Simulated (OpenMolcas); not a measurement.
Ni⁷⁺: effect of the IPEA shift

```yaml
Program: OpenMolcas
Basis: ANO-RCC-VTZP [6s5p3d2f1g]
Scalar_Hamiltonian: DKH2, point nucleus
Active_space: 3 electrons in 5 orbitals (3d)
State_averaging: 2S+1 = 4 even, 10 roots; 2S+1 = 2 even, 40 roots kept (CI in the orbitals of an earlier block)
Spin-orbit_coupling: RASSI with atomic mean-field integrals over the reference wave functions, term energies averaged over their components
```

Methods on the same reference wave functions:
A. CASSCF
B. MS-CASPT2, IPEA 0 Eh, imaginary shift 0.1 Eh (closed shells correlated: 3s 3p)
C. MS-CASPT2, IPEA 0.25 Eh, imaginary shift 0.1 Eh (closed shells correlated: 3s 3p)

Energies in eV above 3d³ ⁴F_3/2, the measured ground level; measured values from Corliss and Sugar, J. Phys. Chem. Ref. Data 10, 197 (1981).

```tsv
Level	A	B	C	Measured
3d³ ⁴F_3/2	0.0000	0.0000	0.0000	0.0000
3d³ ⁴F_5/2	0.1213	0.1228	0.1227	0.1255
3d³ ⁴F_7/2	0.2824	0.284	0.284	0.2708
3d³ ⁴F_9/2	0.4762	0.477	0.477	0.4613
3d³ ⁴P_1/2	3.4990	2.994	3.014	2.8840
3d³ ⁴P_3/2	3.5307	3.023	3.044	2.9397
3d³ ²G_7/2	3.6305	3.268	3.311	
3d³ ⁴P_5/2	3.6930	3.188	3.208	3.0586
3d³ ²G_9/2	3.7785	3.423	3.466	
3d³ ²P_1/2	4.7805	4.224	4.263	
3d³ ²H_9/2	4.8157	4.593	4.616	
3d³ ²H_11/2	4.9159	4.699	4.722	
3d³ ²D_3/2(1) [53 %]	5.3359	4.671	4.713	
3d³ ²D_5/2(1)	5.3506	4.610	4.658	
3d³ ²F_7/2	8.1667	7.309	7.349	
3d³ ²F_5/2	8.2333	7.374	7.414	
3d³ ²D_5/2(2)	12.7290	11.465	11.490	
3d³ ²D_3/2(2)	12.8087	11.538	11.566
```

Deviations, from unrounded energies. A percentage is the sum of absolute deviations over the sum of measured energies, with the sign that they share, or ± where signs differ.

| Against measurement | Levels | A | B | C |
| --- | --- | --- | --- | --- |
| mean absolute deviation (cm-1) | 6 | 2500 | 480 | 560 |
| fine structure of the ground term (%) | 3 | ±3.6 | ±3.7 | ±3.8 |
| other terms of the ground configuration (%) | 3 | +20.7 | +3.6 | +4.3 |

B lies closest to measurement on these levels and A furthest from it. The largest miss of B in the table is 3d³ ⁴P_5/2, by +1000 cm-1. The ranking rests on the paired levels alone, and a cruder setting can come out closer through cancelling errors.

Between B and C the level of the table that moves most is 3d³ ²D_5/2(1), by 390 cm-1 (lowest in B, highest in C). Moves below CASPT2's spread within the term are not significant.

The mean deviations of B to C differ by less than CASPT2's widest spread within a term (820 cm-1), so their order carries little weight.

From A to B the spin-free energies of the other terms of 3d³ shown, above ⁴F, scale by factors of 0.85 to 0.95, as is usual when dynamic correlation screens the repulsion within a d or f shell.

The lowest spin-free term lies below A's lowest term by 0.325 hartree in B, 0.320 hartree in C.

CASPT2 breaks the degeneracy within a term, and the mean is taken; among the terms shown or strongly mixed into the levels shown the widest spread is 820 cm-1 (3d³ ⁴F, B). Terms from blocks run as CI alone lack orbitals of their own. Without dynamic correlation excited terms often stand tens of per cent too high (terms of higher spin than the ground term too low), and those without a measured partner can miss by more than the paired ones (holds for A). Measured partners are found by configuration, term and J. A level has none where our copy of the source lacks it or the pairing is in doubt (some pairs that miss far off the trend of their configuration count as doubtful), and it then counts in no deviation. Only configurations of the active space appear. Levels that lie high or do not pair safely by name in every column are left out.

A share in square brackets marks a mixed level and gives the weight of the term that names it, the lowest over the columns. A number in round brackets counts repeated terms of one configuration in the order of the reference energies.
